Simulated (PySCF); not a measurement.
**Calculated NMR parameters of O=C1[C@H]2C[C@@H]3C[C@@H](C[C@H]1C3)C2**

```yaml
Formula: C10H14O
SMILES: O=C1[C@H]2C[C@@H]3C[C@@H](C[C@H]1C3)C2
Point_group_of_the_computed_structure: Cs
Degrees_of_unsaturation: 4
Carbon_signals: 5
Proton_signals: 5
```

Numbering as in the mapped SMILES `[O:1]=[C:2]1[C@H:3]2[CH2:4][C@@H:5]3[CH2:6][C@@H:7]([CH2:8][C@H:9]1[CH2:10]3)[CH2:11]2`. Hydrogens are named by the atom that carries them. Ha(C4), Ha(C8), Ha(C11) are cis to C2 on the ring; Ha(C10) is cis to C6 on the ring; Hb(C4), Hb(C8), Hb(C11) are trans to C2 on the ring; Hb(C10) is trans to C6 on the ring.

[PySCF 2.14.0 with density-fitted response routines: J couplings at B3LYP/pcJ-1 (without the spin–dipole term); σ from GIAO-KT2/pcSseg-1; PBE0-D3(BJ)/def2-SVP geometry; gas phase; one conformer; averaged over atoms made equivalent by symmetry, fast rotation or ring inversion; no relativistic terms]

δ = σ(ref) − σ, references computed at the same level: TMS for ¹H and ¹³C; ¹⁷O vs H2O.

```tsv
carbon	δC, type	δH (multiplicity, J in Hz)	HMBC from (abs. J ≥ 3 Hz)	span of the C tensor (ppm)
C2	203.2, C	–	H(C3)/H(C9), Hb(C4)/Hb(C8)/Ha(C10)/Hb(C11)	193
C3/C9	51.9, CH	2.20 (m)	Hb(C4)/Hb(C8)/Ha(C10)/Hb(C11), H(C5)/H(C7)	46
C4/C8/C10/C11	44.9, CH2	Hb(C4) 2.20 (m); Ha(C4) 2.14 (m)	Hb(C4)/Hb(C8)/Ha(C10)/Hb(C11), Ha(C4)/Ha(C8)/Hb(C10)/Ha(C11), H(C6)	24
C5/C7	33.4, CH	1.77 (m)	H(C3)/H(C9), H(C5)/H(C7)	12
C6	41.9, CH2	2.01 (m)	Ha(C4)/Ha(C8)/Hb(C10)/Ha(C11), H(C5)/H(C7)	13
```

Other nuclei:
```
atoms  nucleus    environment  δ (ppm)  σ (ppm)
   O1      ¹⁷O  ketone oxygen    596.3   -265.7
```

Selected couplings (Hz, signed; the shortest-range and largest first, 30 at most; isotopes ¹³C, ¹H): ¹J(C3,H(C3)) 144.1, ¹J(C5,H(C5)) 137.7, ¹J(C4,Ha(C4)) 135.5, ¹J(C4,Hb(C4)) 135.3, ¹J(C6,H(C6)) 133.2, ²J(Hb(C4),Ha(C4)) -14.1, ³J(H(C3),Ha(C4)) 3.8, ³J(Ha(C4),H(C5)) 3.7, ³J(H(C5),H(C6)) 3.5, ³J(H(C3),Hb(C4)) 3.2, ³J(Hb(C4),H(C5)) 3.1, ⁴J(Ha(C4),H(C6)) 2.2.

Carbon types of the structure: 1 × C, 4 × CH, 5 × CH2, which accounts for all hydrogens. δC 203.2: ketone carbonyl carbon; low-lying n→π* states of the double bond to the heteroatom give a large paramagnetic term (-268 ppm). δC 44.9, 41.9: sp3 CH2 in a ring; saturated and bonded to C and H only. δC 33.4: sp3 CH in a ring; a saturated carbon with 3 carbon neighbours and no heteroatom attached. δH 2.20: hydrogen on an sp3 CH α to a carbonyl; α to C=O. δH 1.77: hydrogen on an sp3 CH in a ring; far from electronegative atoms and π systems.

Multiplet labels drop couplings under 1 Hz and merge nearly equal ones. Couplings among chemically equivalent protons are left out too, so labels in AA′BB′ or AA′XX′ sets are apparent multiplicities. Unscaled 3J(H,H) at this level run about 10 % above measured values. Shifts are as computed. Against solution values, carbons near 30 ppm lie about +2 ppm off and those near 130 ppm about -5 ppm. Of 1211 compounds with measured shifts, 218 miss one by over three times the rms of a fit or turn the order of signals round; such compounds aren't used in these exercises. Unscaled 17O shifts of doubly bonded oxygen tend to come out too high, by tens of ppm or more. Experimental scales use liquid or dissolved standards, which lie at an offset from isolated H2O (liquid H2O: subtract about 36 ppm).
